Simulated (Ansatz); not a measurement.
Molecule: sum formula InClF₂, charge 0, multiplicity 1. 
Geometry from a B3LYP-D3(BJ)/def2-TZVP (Ansatz, a program for electronic structure) optimisation:
```
In
F 1 1.9364
F 1 1.9364 2 114.76
Cl 1 2.2976 2 122.62 3 180.00
```
Charge 0, spin multiplicity 1.

Total electronic energies in hartree. Cores are frozen in the correlated levels unless marked. Spin-orbit coupling is left out. The frozen core is the preceding noble-gas configuration, with the filled d and f shells of earlier blocks. In def2 rows, elements after Kr have scalar-relativistic effective core potentials. Basis-set limits of correlation are two-point, X^-3; Hartree-Fock from the larger set.

```csv
level,program,energy (Eh)
PBE0/def2-TZVPD,Ansatz,-849.89063
LC-wPBE-D3(BJ)/def2-TZVPD,Ansatz + dftd3,-850.03468
B2GP-PLYP-D4/def2-TZVPD,Ansatz + dftd4,-849.57888
RI-MP2/def2-QZVPP,Ansatz,-848.66515
SCS-MP2/def2-TZVPP,Ansatz,-848.54543
CCSD/def2-TZVPP,Ansatz,-848.57611
CCSD(T)/def2-TZVPP,Ansatz,-848.60196
"CCSD(T)/CBS(def2-TZVPP,def2-QZVPP)",Ansatz,-848.7557
"CCSD(T)/CBS(def2-TZVPPD,def2-QZVPPD)",Ansatz,-848.7526
```

Totals of different functionals don't rank their quality; only differences between species are comparable.
